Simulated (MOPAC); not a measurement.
MOPAC input (PM3):

```
PM3 PRECISE GNORM=0.05 LET XYZ UHF MS=0.5 GEO-OK AUX(PRECISION=9) THREADS=1
H2Ga

Ga    0.03908312 1    0.00901922 1    0.02739589 1
H    -0.34102489 1   -1.49850867 1   -0.35503713 1
H    -0.87055175 1    1.21891281 1   -0.49423555 1
```

From the last part of the output:

```
                                                       MOPAC v23.2.5 Linux

          FINAL HEAT OF FORMATION =         79.34272 KCAL/MOL =     331.96993 KJ/MOL

          COSMO AREA              =         65.63 SQUARE ANGSTROMS
          COSMO VOLUME            =         48.40 CUBIC ANGSTROMS

          GRADIENT NORM           =          0.02913          =       0.01682 PER ATOM
          IONIZATION POTENTIAL    =          9.515453 EV
          ALPHA SOMO LUMO (EV)    =         -9.515 -2.975
          BETA  SOMO LUMO (EV)    =        -10.861 -2.648
          NO. OF ALPHA ELECTRONS  =          3
          NO. OF BETA  ELECTRONS  =          2
          MOLECULAR WEIGHT        =         71.7508         POINT GROUP:  C2v

          MOLECULAR DIMENSIONS (Angstroms)

            Atom       Atom       Distance
            H     3    H     2     2.89547
           Ga     1    H     2     0.70139
           Ga     1    H     3     0.00000

          SCF CALCULATIONS        =          8

   ATOM   CHEMICAL          X               Y               Z
  NUMBER   SYMBOL      (ANGSTROMS)     (ANGSTROMS)     (ANGSTROMS)

     1      Ga          0.02347627  *   0.00541762  *   0.01645604  *
     2       H         -0.26432602  *  -1.54403512  *  -0.30643915  *
     3       H         -0.81743353  *   1.29439724  *  -0.45183630  *

                             CARTESIAN COORDINATES

   1   Ga        0.023476272     0.005417617     0.016456037
   2    H       -0.264326019    -1.544035116    -0.306439152
   3    H       -0.817433530     1.294397235    -0.451836302

           Empirical Formula: H2 Ga  =     3 atoms

      MOLECULAR POINT GROUP   :   C2v

          ALPHA EIGENVALUES
 -17.46029 -11.92362  -9.51545  -2.97488  -0.68854  -0.17135

           BETA EIGENVALUES
 -16.41146 -10.86115  -2.64788  -2.15366   0.15380   0.56591

              NET ATOMIC CHARGES AND DIPOLE CONTRIBUTIONS

  ATOM NO.   TYPE          CHARGE      No. of ELECS.   s-Pop       p-Pop
    1         Ga           0.095577        2.9044     1.38676     1.51766
    2          H          -0.047789        1.0478     1.04779
    3          H          -0.047789        1.0478     1.04779
 DIPOLE           X         Y         Z       TOTAL
 POINT-CHG.     0.259     0.060     0.182     0.322
 HYBRID        -0.470    -0.108    -0.329     0.584
 SUM           -0.210    -0.049    -0.148     0.262

          ATOMIC ORBITAL ELECTRON POPULATIONS

     Atom    s        px        py        pz
    1 Ga   1.38676   0.47199   0.82663   0.21904
    2  H   1.04779
    3  H   1.04779

                    (SZ)    =    0.500000
                    (S**2)  =    0.791216

          ATOMIC ORBITAL SPIN POPULATIONS

    Atom   Total    s     px     py     pz
         Atomic
    1 Ga  0.5966  0.148  0.373 -0.109  0.185
    2  H  0.2017  0.202
    3  H  0.2017  0.202

 **********************
 *                    *
 * JOB ENDED NORMALLY *
 *                    *
 **********************

 == MOPAC DONE ==
```
